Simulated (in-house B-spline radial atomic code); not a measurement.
# Ionising the strontium ion Sr⁺ with different functionals

Computed with an all-electron radial atomic-structure program (B-spline basis): four-component Dirac-Coulomb Hamiltonian, Fermi nucleus of rms radius 4.224 fm, spin-restricted, spherical fractional occupations for the functionals, and exact exchange of hybrids averaged over the configuration. The ionisation energy is the difference of two self-consistent energies, [Kr] 5s1 → [Ar] 3d10 4s2 4p6, without Breit or QED terms; ε is the level of the shell that loses the electron (mean over j).

```tsv
method	rung	ΔSCF (eV)	-ε(5s) (eV)
PBE0	global hybrid	10.94	9.02
BHandHLYP	global hybrid	11.10	9.74
LC-wPBE	range-separated hybrid	10.80	10.79
HSE06	range-separated hybrid	10.94	8.66
```

Problem. Among the functionals, which spreads more, the ΔSCF values or the orbital energies?

Solution. The orbital energies: ΔSCF values span about 0.30 eV and the orbital energies 2.14 eV; here energy differences depend much less on the functional than eigenvalues do.

Problem. How do they compare with the NIST value?

Solution. NIST lists 11.030 eV (measured, ground level to ground level). Errors run from -0.23 to +0.07 eV; BHandHLYP is closest (+0.07 eV), but part of that can be cancellation, since the calculations leave out Breit-QED terms, spin polarisation.
